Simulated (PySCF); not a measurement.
Species: 3-butene-1,1,1-tricarbonitrile, C7H5N3.
Bonds: C1–C2 (double), C2–C3, C3–C4, C4–C5, C5–N6 (triple), C4–C7, C7–N8 (triple), C4–C9, C9–N10 (triple). Hydrogens: H11, H12 on C1; H13 on C2; H14, H15 on C3.

Level: wB97X-D/def2-SVPD in PySCF, non-relativistic, on one gas-phase PBE0-D3(BJ)/def2-SVP geometry that isn't relaxed in the solvent. The solvent is an IEF-PCM continuum (van der Waals radii × 1.2), and excitations are vertical TDDFT with non-equilibrium linear response and a frozen core. Specific hydrogen bonds and non-electrostatic terms are outside this model.

Gas-phase singlets (H = HOMO, L = LUMO):

```
state  E (eV)  λ (nm)      f  leading configurations
   S1   7.118     174  0.201                 H→L 90%
   S2   7.260     171  0.037               H→L+1 75%
   S3   7.352     169  0.004  H→L+2 34%, H-1→L+2 20%
   S4   7.484     166  0.016  H-1→L 15%, H-1→L+1 11%
   S5   7.553     164  0.044  H-4→L+2 13%, H→L+3 10%
```

Q: How does the list change in cyclohexane (ε = 2.017)?

A: 
| state | E (eV) | λ (nm) | f | leading configurations | change by rank (eV) |
| --- | --- | --- | --- | --- | --- |
| S1 | 6.924 | 179 | 0.275 | H→L 95% | -0.194 |
| S2 | 7.089 | 175 | 0.023 | H→L+1 82% | -0.171 |
| S3 | 7.261 | 171 | 0.010 | H→L+2 53%, H-1→L+2 13% | -0.091 |
| S4 | 7.451 | 166 | 0.099 | H→L+3 34%, H-1→L+1 11% | -0.033 |
| S5 | 7.518 | 165 | 0.124 | H→L+3 36%, H-3→L 9% | -0.035 |

Q: Give the list for dichloromethane (ε = 8.93), n² = 2.03.

A: 
| state | E (eV) | λ (nm) | f | leading configurations | change by rank (eV) |
| --- | --- | --- | --- | --- | --- |
| S1 | 6.808 | 182 | 0.214 | H→L 93% | -0.310 |
| S2 | 6.931 | 179 | 0.011 | H→L+1 81% | -0.329 |
| S3 | 7.142 | 174 | 0.013 | H→L+2 69% | -0.210 |
| S4 | 7.426 | 167 | 0.225 | H→L+3 61% | -0.058 |
| S5 | 7.496 | 165 | 0.098 | H→L+3 23%, H-1→L 10% | -0.057 |

Q: How do the frontier levels move from gas to dichloromethane?

A: 
```csv
orbital,gas (eV),solvent (eV),change (eV),"Löwdin shares, gas","Löwdin shares, solvent"
LUMO+2,0.70,0.80,+0.10,"N8 26 %, C7 20 %, N10 14 %, C9 12 %","N8 22 %, N10 22 %, C9 19 %, C7 19 %"
LUMO+1,0.65,0.80,+0.15,"N6 15 %, C7 13 %, C5 13 %, N8 12 %","N6 21 %, N8 18 %, C5 18 %, C7 17 %"
LUMO,0.43,0.68,+0.25,"C1 16 %, C2 13 %, N6 11 %, N10 10 %","N6 17 %, N10 14 %, C5 14 %, C9 13 %"
HOMO,-10.58,-10.06,+0.52,"C2 38 %, C1 38 %, C3 6 %","C2 38 %, C1 38 %, C3 7 %"
HOMO-1,-12.45,-12.11,+0.34,"N6 14 %, N10 12 %, C5 10 %, C3 10 %","C1 16 %, C2 16 %, C3 12 %, N8 8 %"
HOMO-2,-12.58,-12.51,+0.07,"N6 24 %, C5 19 %, N8 16 %, N10 15 %","N6 18 %, N10 17 %, C5 14 %, C9 13 %"
HOMO-3,-12.68,-12.59,+0.09,"N6 23 %, C5 18 %, N10 16 %, N8 14 %","N6 16 %, N10 15 %, C5 12 %, C9 12 %"
```

The HOMO–LUMO gap goes from 11.01 to 10.74 eV. Rows go by rank; for HOMO-3, HOMO-2, HOMO-1, LUMO, LUMO+1 and LUMO+2 the atom shares or the degeneracy differ between the runs, so the row needn't follow one orbital. Shares within a degenerate set are those of one arbitrary member.

The values belong to the conformer `[CH2:1]=[CH:2][CH2:3][C:4]([C:5]#[N:6])([C:7]#[N:8])[C:9]#[N:10]`: C1–C2–C3–C4 111°, C2–C3–C4–C5 -62°.
